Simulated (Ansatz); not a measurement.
`C=C[SiH]([SiH3])[SiH3]` + `OC(F)F` → trisilane + `C=CC(O)(F)F`  (formal exchange of groups at the Si–C bond)

Isolated molecules relaxed with PBE0-D4/def2-TZVP in Ansatz; ΔE leaves out vibrations. CCSD(T)/CBS is the MP2 limit (def2-TZVPP, def2-QZVPP) plus CCSD(T) − MP2 in def2-TZVPP, frozen cores. Functionals use def2-TZVPP. B3LYP here is the variant with VWN-RPA as its local correlation; programs differ in this. One conformer a species, not always the lowest.

Question: Is it downhill or uphill in electronic energy at CCSD(T)/CBS, and by how much? (Estimate.)

Answer: Computed: Uphill: ΔE = +0.18 eV.

Question: What do these levels give: PBE-D4, PBE0-D4, B3LYP-D4, PBE, PBE0, B3LYP, HF/def2-TZVPP, MP2/def2-TZVPP, CCSD(T)/def2-TZVPP, HF/def2-QZVPP, MP2/def2-QZVPP, CCSD/CBS(def2)? (An estimate is asked.)

Answer: Computed: PBE-D4 0.20, PBE0-D4 0.19, B3LYP-D4 0.20, PBE 0.17, PBE0 0.16, B3LYP 0.16, HF/def2-TZVPP 0.14, MP2/def2-TZVPP 0.23, CCSD(T)/def2-TZVPP 0.17, HF/def2-QZVPP 0.14, MP2/def2-QZVPP 0.24, CCSD/CBS(def2) 0.17 eV.

Largest T1 diagnostic among the species: 0.013.

In def2-TZVPP, CCSD(T) changes the Hartree–Fock value by +0.04 eV (the triples alone add +0.01 eV) and MP2 by +0.10 eV. The D4 term adds +0.04 eV with B3LYP and +0.03 eV with PBE0; it sums over pairs of atoms, weighted by their polarisabilities, and B3LYP, whose exchange is more repulsive, gets the larger term.
